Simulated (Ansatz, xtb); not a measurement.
Molecule: InI, net charge 0, singlet state. SMILES: [I][In]
Structure (B3LYP-D3(BJ)/def2-TZVP (Ansatz, an electronic-structure program) minimum search):
```xyz
2

In     0.0000     0.0000    -1.4569
I      0.0000     0.0000     1.3470
```
Charge 0, spin multiplicity 1.

Harmonic wavenumbers from GFN2-xTB (xtb, at its own minimum), cm⁻¹: 201.

**Question.** Give the harmonic wavenumbers at B3LYP-D3(BJ)/def2-TZVP (Ansatz, finite differences of forces, unscaled).

**Answer.** 167 cm⁻¹. Zero-point energy 0.2 kcal/mol.

**Question.** From these and the geometry, give the ideal-gas thermochemistry at 298.15 K and 1 atm (rigid rotor, harmonic oscillator).

**Answer.** Point group C∞v, rotational symmetry number 1. Rotational constants 1.066, 1.066 GHz. S(trans) 42.35, S(rot) 19.22, S(vib) 2.47, S(elec, spin only) 0.00, S 64.0 cal/(mol K). H(298) - H(0) 2.46 kcal/mol; G - E(el) -16.4 kcal/mol.
